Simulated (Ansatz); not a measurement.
Input for Ansatz (an electronic-structure program): R-B3LYP/def2-TZVPPD on FH4P (a complex). Files ending in .json are basis or fitting sets from the Basis Set Exchange.

Ansatz 0.2 input:
```yaml
crystal:
  periodic: [false, false, false]
  atoms:
    - {symbol: F, position_ang: [-1.44370064, -0.22894985, -0.24384746]}
    - {symbol: H, position_ang: [-0.94647269, -0.05062702, 0.53323070]}
    - {symbol: P, position_ang: [0.26435944, 0.38573767, 2.42694199]}
    - {symbol: H, position_ang: [-0.05296080, -0.23232066, 3.65770065]}
    - {symbol: H, position_ang: [1.64992720, 0.11416788, 2.48950794]}
    - {symbol: H, position_ang: [0.35687992, 1.69531668, 2.95026935]}
basis:
  gaussian:
    orbitals: def2-TZVPPD.json
hamiltonian:
  xc: {name: B3LYP}
scf: {lower_state_search: off}
```

Program output:

```
WARN ansatz: RAYON_NUM_THREADS=2 ignored (pool sized by the plan → 2); use --threads N
Functional definition: B3LYP
these checks for a lower state are left out or cut short: stability, starts, cluster_reference, orbital_swaps, neighbouring_geometries, increment
integrals: 0.05 GiB planned
768 factors; their error is unknown
mean field: 0.50 GiB planned
mean field evaluation 1: about -12071.1766 eV, gradient 3.6e1 eV
mean field evaluation 2: about -12068.2040 eV, gradient 6.1e1 eV
mean field evaluation 4: about -12073.1574 eV, gradient 1.0e0 eV
mean field evaluation 8: about -12073.1731 eV, gradient 3.5e-1 eV
mean field evaluation 16: about -12073.1732 eV, gradient 4.9e-6 eV
mean field -12073.17322175 eV, -443.6809324086 hartree, gradient 4.9e-6 eV, S^2 0.000000; 0 other end points of the search recorded, 0 dependent functions left out
reference -12073.17348603 eV, -443.6809421206 hartree; 14, 14 occupied and 142, 142 virtual orbitals, 768 factors
Total energy: -12073.17348603 eV, -443.6809421206 hartree
Checks for a lower state left out: stability, starts, cluster_reference, orbital_swaps, neighbouring_geometries, increment
```

The run converged.

Cost: very roughly 1.5 core-seconds.
